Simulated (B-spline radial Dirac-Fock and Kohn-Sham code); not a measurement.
Photoionisation of nickel ions at Mg Kα (1253.6 eV)

These are calculated numbers from a radial atomic solver; the model is a relativistic central-field model (Hartree-Slater potential of the initial state, Latter tail, multipole expansion of the photon field, Dirac-Fock thresholds). Cross sections in kb; a dash marks an empty subshell or a threshold above the photon energy.

```csv
ion,configuration,total,2p1/2,2p3/2,3s,3d3/2,3d5/2
Ni,[Ar] 3d8 4s2,646.9,161,314,17.2,4.01,5.86
Ni⁺,[Ar] 3d9,644.5,161,314,16.9,4.22,6.16
Ni²⁺,[Ar] 3d8,646.7,162,315,17.1,4.15,6.07
Ni⁴⁺,[Ar] 3d6,649.7,162,315,17.9,3.68,5.41
Ni⁹⁺,[Ar] 3d1,571.5,166,322,21.2,0.975,1.44
Ni¹⁰⁺,[Ne] 3s2 3p6,571.5,166,322,22.0,–,–
Ni¹⁴⁺,[Ne] 3s2 3p2,49.65,–,–,25.3,–,–
```
